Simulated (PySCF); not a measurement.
Input of a run (PBE0-D3(BJ)/def2-SVP geometry optimisation, gas phase (PySCF 2.14.0)), started from a GFN2-xTB structure with every atom displaced at random (by about 0.01 Å):
```
{"job": {"xc": "PBE0", "basis": "def2-SVP", "d3": "d3bj", "grid": 1, "shake": 0.01, "kind": "geom"}, "charge": 0, "multiplicity": 1}
C      2.914380    -0.116920     0.057330
C      1.654630     0.350330    -0.091370
F      1.381960     1.179870    -1.151910
Si     0.203730     0.020250     1.027480
N     -1.151410    -0.021080    -0.068390
C     -2.521660    -0.231070     0.335210
H      3.698310     0.168320    -0.625950
H      3.148040    -0.738680     0.865710
H      0.136240     1.059550     2.099870
H      0.294410    -1.304130     1.663940
H     -1.091630     0.517910    -0.902880
H     -2.527000    -0.892210     1.210690
H     -3.058790     0.703800     0.598360
H     -3.088370    -0.711020    -0.465780
```

Output (energies in Eh, forces in Eh/bohr):
```
step   0  E = -562.48374725  max force = 0.036527
step   1  E = -562.48832866  max force = 0.007216
step   2  E = -562.48866062  max force = 0.001857
step   3  E = -562.48871107  max force = 0.001479
step   4  E = -562.48872520  max force = 0.001271
step   5  E = -562.48874594  max force = 0.000459
step   6  E = -562.48875683  max force = 0.000379
optimisation converged
```

Summarise the run.

The energy falls by 0.136 eV over 7 energy and gradient evaluations, the largest force component goes from 0.0365 to 3.8e-04 Eh/bohr, and the atoms move by 0.129 Å rms after alignment. The bond that changes most is C1–H8 (terminal =CH2 carbon to vinylic hydrogen), which lengthens by 0.045 Å. Bonds longer at the end by more than 0.005 Å: 7 of 13; shorter: 3. Among the angles that change most is N5–Si4–H10, from 107.4° to 111.5°. Among the dihedrals that turn most is C1–C2–Si4–H10, from -31° to -16°. The energy never rose by more than 1e-6 Eh on the way. The first step brought 91 % of the lowering.

What are the final bond lengths?

C1=C2 1.331 Å, C2–F3 1.352 Å, C2–Si4 1.887 Å, Si4–N5 1.725 Å, N5–C6 1.442 Å, C1–H7 1.094 Å, C1–H8 1.091 Å, Si4–H9 1.503 Å, Si4–H10 1.494 Å, N5–H11 1.015 Å, C6–H12 1.102 Å, C6–H13 1.108 Å, C6–H14 1.103 Å. Numbering counts from 1 in the input's order; the species is `C=C(F)[SiH2]NC`.

The run used 128 basis functions and 48 SCF cycles in all.

No PBE0-D3(BJ)/def2-SVP frequencies stand behind this structure, so it isn't proved a minimum. One conformer, not necessarily the lowest.
